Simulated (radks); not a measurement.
Question: The mean radii <r> (bohr) of the occupied orbitals of an atom or ion are listed with their occupations. Method: Dirac Kohn-Sham, LDA (Slater exchange, Perdew-Wang correlation), spin-unpolarised, spherical densities, point nucleus; computed with a radial shooting solver on a logarithmic mesh with Libxc functionals.

| orbital | occ. | <r> |
|---|---|---|
| 1s1/2 | 2 | 0.06101 |
| 2s1/2 | 2 | 0.2799 |
| 2p1/2 | 2 | 0.2454 |
| 2p3/2 | 4 | 0.2484 |
| 3s1/2 | 2 | 0.8348 |
| 3p1/2 | 2 | 0.8664 |
| 3p3/2 | 4 | 0.8743 |
| 3d3/2 | 3 | 0.9649 |

Name the element and its charge. Open shells, if any, fill j = l - 1/2 first.

Answer: Z = 25, manganese, charge +4: Mn4+ in [Ar] 3d3. The 1s radius gives Z: for a bare nucleus <r> = (2 gamma + 1)/(2Z) with gamma = sqrt(1 - (Z/c)^2), 0.05933 bohr for Z = 25, and screening makes it slightly larger (0.06101 here). The occupations add up to 21, and the charge is Z minus that.
